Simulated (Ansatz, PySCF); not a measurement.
Energy difference R1 + 0.5 R2 → P1, each structure at its B3LYP-D3(BJ)/def2-TZVP stationary point, reached from a drawn start (curvature not checked).
R1: SO2 (SMILES O=S=O), charge 0, multiplicity 1.
P1, O3S (SMILES O=S(=O)=O) (charge 0, multiplicity 1):
```json
[
 {"atom": "O", "x (Å)": "-0.7155", "y (Å)": "-1.2340", "z (Å)": "-0.0237"},
 {"atom": "S", "x (Å)": "0.0000", "y (Å)": "0.0000", "z (Å)": "0.0000"},
 {"atom": "O", "x (Å)": "-0.7107", "y (Å)": "1.2370", "z (Å)": "-0.0139"},
 {"atom": "O", "x (Å)": "1.4261", "y (Å)": "-0.0030", "z (Å)": "0.0376"}
]
```
R2, O2 (SMILES O=O) (charge 0, multiplicity 3):
```tsv
atom	x (Å)	y (Å)	z (Å)
O	-0.6021	0.0000	0.0000
O	0.6021	0.0000	0.0000
```

| level | reaction energy (eV) | minus CCSD(T)/CBS(cc-pV(T+d)Z, cc-pV(Q+d)Z) |
|---|---|---|
| PBE/def2-TZVPP | -1.024 | 0.114 |
| PBE-D4/def2-TZVPP | -1.053 | 0.085 |
| BLYP/def2-TZVPP | -0.765 | 0.373 |
| BLYP-D4/def2-TZVPP | -0.832 | 0.305 |
| revPBE/def2-TZVPP | -0.881 | 0.256 |
| B97M-V/def2-TZVPP | -1.232 | -0.094 |
| B3LYP/def2-TZVPP | -0.886 | 0.252 |
| B3LYP-D4/def2-TZVPP | -0.934 | 0.204 |
| PBE0/def2-TZVPP | -1.091 | 0.046 |
| PBE0-D4/def2-TZVPP | -1.115 | 0.022 |
| BHLYP/def2-TZVPP | -0.968 | 0.170 |
| CAM-B3LYP-D3(BJ)/def2-TZVPP | -0.970 | 0.168 |
| CAM-B3LYP-D4/def2-TZVPP | -0.975 | 0.163 |
| B2PLYP/def2-TZVPP | -0.966 | 0.172 |
| B2PLYP-D4/def2-TZVPP | -0.986 | 0.152 |
| MP2/cc-pV(D+d)Z | -0.714 | 0.424 |
| SCS-MP2/cc-pV(Q+d)Z | -1.303 | -0.165 |
| CCSD/cc-pV(D+d)Z | -0.519 | 0.619 |
| CCSD/cc-pV(T+d)Z | -0.972 | 0.165 |
| CCSD(T)/CBS(cc-pV(T+d)Z, cc-pV(Q+d)Z) | -1.138 | 0.000 |

 The comparison column counts from a level with limits of its own.

P less R. No zero-point or thermal terms; singlets are restricted closed shells; open shells are unrestricted; no spin–orbit coupling.

Correlated levels freeze the cores. CBS(a, b) extrapolates the correlation energy as X⁻³ and adds the Hartree–Fock energy of set b.

The values were computed with Ansatz (a program for electronic structure) with Gaussian orbitals; PySCF for the D3/D4 terms. No computed number here is a measurement.
